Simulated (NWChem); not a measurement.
Species: H$_{2}$SO$_{4}$, triplet; SMILES of the neutral closed-shell parent O=S(=O)(O)O

```xyz
7

O      1.6338    -0.0010     0.7058
S      0.0000     0.0000     0.1772
O     -0.0011    -1.1181    -0.8596
O      0.0011     1.1181    -0.8596
O     -1.6338     0.0010     0.7058
H      2.1826     0.0031    -0.1004
H     -2.1826    -0.0031    -0.1004
```
Atoms are numbered in this order, from 1.

This is a stationary point of PBE0/def2-SVP, spin-unrestricted (NWChem), point group C2v. The spin multiplicity was typed, not searched, and may not be the lowest.

**Question.** Is it a minimum? If not, what does it relax to?

**Answer.** No. It has an imaginary frequency of 151i cm⁻¹. Following that mode (on a finer grid) lowers the energy by 1.8 kcal/mol and ends, with real frequencies alone, at point group Cs:
```xyz
7

O      1.3847    -0.0604     0.7675
S     -0.0001     0.4178    -0.0293
O      0.0001    -0.7192    -1.0846
O     -0.0004     1.4068    -1.2279
O     -1.3841    -0.0622     0.7682
H      1.7814    -0.7676     0.2251
H     -1.7808    -0.7690     0.2254
```
